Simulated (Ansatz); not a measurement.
Correlation energies of CH7BN2Si (`BN[SiH]1CN1`) by basis set

Z-matrix (Å, degrees):
```
Si
N 1 1.727
N 1 1.698 2 116.8
C 1 1.824 2 125.6 3 -59.0
H 1 1.475 2 108.8 3 145.9
B 2 1.400 1 126.0 3 -154.6
H 2 1.011 1 116.0 3 25.8
H 3 1.007 1 132.1 2 134.4
H 4 1.088 1 124.8 2 -2.7
H 4 1.091 1 118.0 2 -156.1
H 6 1.197 2 119.8 1 -179.3
H 6 1.198 2 118.8 1 0.7
```

Total charge 0; spin multiplicity 1. All single points use the PBE0-D4/def2-TZVP geometry. It is one conformer, not always the lowest. Frozen core, restricted reference, the Gaussian-basis code of Ansatz. CBS rows extrapolate triple and quadruple zeta; past MP2 they add the triple-zeta difference.

```
     basis     HF (Eh)  MP2 corr.  CCSD corr.    (T)  CCSD(T) total
def2-TZVPP  -464.56870   -0.80642    -0.84851      ?              ?
def2-QZVPP  -464.58680          ?           –      –              –
 CBS(def2)  -464.58929          ?           ?  as TZ              ?
```

**Question.** Fill in the withheld values. (Best estimate.)

**Answer.** Ansatz gave: def2-TZVPP (T): -0.03535; def2-TZVPP CCSD(T) total: -465.45256; def2-QZVPP MP2 corr.: -0.86219; CBS(def2) MP2 corr.: -0.90349; CBS(def2) CCSD corr.: -0.94558; CBS(def2) CCSD(T) total: -465.57022.
